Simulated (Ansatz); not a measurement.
Ge2O4⁺. The state is a doublet with charge 1. Geometry PBE-D4/def2-SVP; atoms count from 1.

```xyz
6

Ge   -0.652    1.689   -0.617
Ge    1.024   -1.404    0.801
O     0.545    0.400   -1.342
O     0.681   -0.923   -1.027
O    -1.263    0.475    0.740
O    -0.334   -0.238    1.445
```

The structure holds 2 bonds between oxygen atoms, so isomers without such links may lie far lower. Another isomer (doublet) lies 1.42 eV lower at PBE0-D4/def2-TZVP; other spin states weren't run for this one.

**Question.** Estimate the Mulliken populations from the PBE0/def2-TZVP orbitals of Ansatz.

**Answer.** 
| atom | charge (e) | spin (α − β) |
| --- | --- | --- |
| Ge1 | 0.87 | -0.06 |
| Ge2 | 0.87 | -0.06 |
| O3 | -0.20 | 0.26 |
| O4 | -0.17 | 0.30 |
| O5 | -0.17 | 0.30 |
| O6 | -0.20 | 0.26 |
Mulliken values and Mayer orders depend strongly on the basis.

**Question.** Where does the spin sit?

**Answer.** Summed by element: Ge -0.11, O 1.11, of 1 unpaired in all. Largest on single atoms: O5 0.30, O4 0.30, O3 0.26.

**Question.** And the Mayer bond orders between bonded heavy atoms (over 0.3)?

**Answer.** Ge1–O3 0.82 (1.90 Å); Ge1–O5 0.79 (1.92 Å); Ge2–O4 0.79 (1.92 Å); Ge2–O6 0.82 (1.90 Å); O3–O4 0.98 (1.37 Å); O5–O6 0.98 (1.37 Å).
